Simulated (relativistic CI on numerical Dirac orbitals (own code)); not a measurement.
**Radial parameters of Tl⁷¹⁺**

Calculated at this level of theory: Dirac-Coulomb-Breit CI, KLI orbitals optimised for each configuration, model QED (radiative potential, 1s self-energy scaled to tabulated hydrogen-like ionisation energies), unscaled Slater integrals (own radial code, finite nucleus).

Slater integrals F^k, G^k are unscaled and averaged over j, outside the closed core 1s2; ζ comes from projecting the Hamiltonian with its Breit term on Σ l·s of the shell.

- 2s²2p⁵3s: ζ(2p) = 1.1358e+07, G^1(2p,3s) = 169020 cm⁻¹; <r>(2p) = 0.06026, <r^2>(2p) = 0.004455, <r>(3s) = 0.1606, <r^2>(3s) = 0.02955 (bohr units).
- 2s²2p⁵3p: ζ(2p) = 1.1357e+07, F^2(2p,3p) = 440010, G^0(2p,3p) = 179280, G^2(2p,3p) = 193290, ζ(3p) = 3.1609e+06 cm⁻¹; <r>(2p) = 0.06028, <r^2>(2p) = 0.004458, <r>(3p) = 0.1579, <r^2>(3p) = 0.02897 (bohr units).
- 2s²2p⁵3d: ζ(2p) = 1.1366e+07, F^2(2p,3d) = 563360, G^1(2p,3d) = 529350, G^3(2p,3d) = 305920, ζ(3d) = 435460 cm⁻¹; <r>(2p) = 0.06028, <r^2>(2p) = 0.004458, <r>(3d) = 0.1396, <r^2>(3d) = 0.02242 (bohr units).

Averages of the first 10 configurations, taken without configuration mixing, which lowers the lowest level and can move excited configurations by several eV; other configurations of the list can lie among them:

| Configuration | Parity | States | Average energy above the lowest level (eV) |
| --- | --- | --- | --- |
| 2s²2p⁶ | even | 1 | 0.9 |
| 2s²2p⁵3s | odd | 12 | 10698.2 |
| 2s²2p⁵3p | even | 36 | 11263.0 |
| 2s²2p⁵3d | odd | 60 | 11726.6 |
| 2s2p⁶3s | even | 4 | 12674.7 |
| 2s2p⁶3p | odd | 12 | 13232.6 |
| 2s2p⁶3d | even | 20 | 13696.1 |
| 2s²2p⁵4s | odd | 12 | 14836.8 |
| 2s²2p⁵4p | even | 36 | 15068.9 |
| 2s²2p⁵4d | odd | 60 | 15255.2 |
